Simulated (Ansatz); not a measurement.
A structure relaxed at PBE/def2-SVP in Ansatz, charge 1, doublet:

```xyz
7

Cd    2.0498    1.9871   -1.8111
Cd   -3.3417    0.6568    0.0005
Cd   -0.0636   -1.3956   -1.2557
Cd   -0.9674    1.7364   -1.5521
Cd   -1.4757   -1.0634    1.6755
Cd    2.4738   -0.0998    0.3603
Cd    1.3248   -1.8214    2.5826
```

Give its formula.

Cd₇⁺.

Summarise the bond lengths by kind (pairs closer than 1.2 times the sum of covalent radii, bridged metal pairs left out).

9 × Cd–Cd 3.04 to 3.28 Å.

In the def2 sets Cd takes a core potential; there is no spin–orbit coupling. The relaxation made no stability test and no search for a lower SCF solution. Another isomer (doublet) lies 0.04 eV lower at PBE0/def2-TZVP; other spin states weren't run for this one.
